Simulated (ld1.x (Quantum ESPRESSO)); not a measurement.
Rh: excitation energies, all-electron against PAW

```json
{
  "Element": "rhodium",
  "Generator": "ld1.x (Quantum ESPRESSO) 7.5",
  "Type": "PAW",
  "Functional": "LDA (PZ)",
  "Relativity": "fully relativistic",
  "Frozen core": "[Ar] 3d10 4s2",
  "Valence charge": "15",
  "Reference configuration": "4p6 4d8 5s0.75 5p0 (charge +0.25)",
  "Partial waves": "5s (bound): rcut 2.05, rcutus 2.55 bohr; 5s channel at 0.15 Ry: rcut 2.05, rcutus 2.55 bohr; 4p (bound): rcut 1.50, rcutus 2.00 bohr; 5p (bound, empty): rcut 1.50, rcutus 2.00 bohr; 4d (bound): rcut 1.50, rcutus 1.70 bohr; 4d channel at 0.7 Ry: rcut 1.50, rcutus 1.70 bohr; 4f channel at 0.4 Ry: rcut 1.95, rcutus 2.40 bohr",
  "Local potential": "all-electron potential smoothed inside 1.30 bohr (lloc = -2)",
  "Core correction": "a·sin(br)/r model core, default radius (core density twice the valence density)",
  "Augmentation charge": "BG, radius 1.50 bohr"
}
```

Open shells are filled in proportion to 2j + 1 (rel_dist='average').

Energies are relative to the spin-unpolarised reference configuration 4p6 4d8 5s0.75 5p0; without spin polarisation the order of configurations can differ from experiment. Not all tests gave a result: test run stopped at test 7 of 7 (negative rho). The frozen-core shift is the all-electron ΔE with the core orbitals held at their reference shape minus the fully relaxed ΔE.

```tsv
valence configuration	charge	ΔE all-electron (eV)	error AE − PS (meV)	frozen-core shift (meV)
4p6 4d8 5s1 5p0	0	-1.341	+0.2	0.0
4p6 4d8 5s0 5p0	+1	6.451	-0.5	+0.1
4p6 4d8.5 5s0.5 5p0	0	-1.934	-0.5	+0.6
4p6 4d8 5s0.5 5p0	+0.5	1.738	-0.3	0.0
```

Question: What are ΔE and the potential's error for 4p6 4d8 5s0 5p1?

Answer: ΔE = 2.393 eV all-electron; the error (AE − PS) is +10 meV.

Question: What are ΔE and the potential's error for 4p6 4d7 5s0 5p0?

Answer: ΔE = 26.219 eV all-electron; the error (AE − PS) is +17 meV.

Levels in the configuration 4p6 4d7 5s0 5p0:

```csv
level,all-electron (eV),pseudo (eV)
4p j=1/2,-74.102,-73.985
4p j=3/2,-70.100,-70.003
4d j=3/2,-26.254,-26.213
4d j=5/2,-25.804,-25.766
```

The ghost test of this file was not conclusive.
